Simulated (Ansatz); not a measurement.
The cluster Sn5S5⁺. The state is a doublet with charge 1. Geometry PBE0-D4/def2-SVP, that of the neutral singlet; atoms count from 1.

```csv
atom,x (Å),y (Å),z (Å)
Sn1,-1.6578,-0.1633,-1.9388
Sn2,-2.3422,0.8577,1.3990
Sn3,0.4080,-1.5960,1.8268
Sn4,1.1560,1.9830,0.8819
Sn5,2.5895,-1.0830,-2.0349
S6,-1.7004,-1.4667,0.3442
S7,-0.1478,0.7722,2.8106
S8,0.4612,-0.9100,-3.1020
S9,2.2174,-0.3654,0.3742
S10,-0.9839,1.9715,-0.5608
```

In the def2 sets Sn takes a core potential; there is no spin–orbit coupling. The structure comes from a short search, and lower isomers may exist.

(1) Estimate the Mulliken populations from the PBE0/def2-SVP orbitals of Ansatz.

(2) Where does the spin sit?

(3) And the Mayer bond orders between heavy atoms (over 0.3)?

Results:

(1) 
```csv
atom,charge (e),spin (α − β)
Sn1,0.71,0.18
Sn2,0.68,0.08
Sn3,0.70,0.06
Sn4,0.70,0.05
Sn5,0.68,0.05
S6,-0.50,0.14
S7,-0.48,0.16
S8,-0.42,0.14
S9,-0.58,0.01
S10,-0.50,0.14
```
Mulliken values depend strongly on the basis.

(2) Summed by element: Sn 0.42, S 0.58, of 1 unpaired in all. Largest on single atoms: Sn1 0.18, S7 0.16, S8 0.14.

(3) Sn1–S6 0.67 (2.63 Å); Sn1–S8 0.87 (2.53 Å); Sn1–S10 0.67 (2.63 Å); Sn2–S6 0.69 (2.63 Å); Sn2–S7 0.67 (2.61 Å); Sn2–S10 0.69 (2.63 Å); Sn3–S6 0.63 (2.58 Å); Sn3–S7 0.68 (2.62 Å); Sn3–S9 0.65 (2.63 Å); Sn4–S7 0.68 (2.62 Å); Sn4–S9 0.65 (2.63 Å); Sn4–S10 0.63 (2.58 Å); Sn5–S8 1.17 (2.39 Å); Sn5–S9 0.76 (2.54 Å).
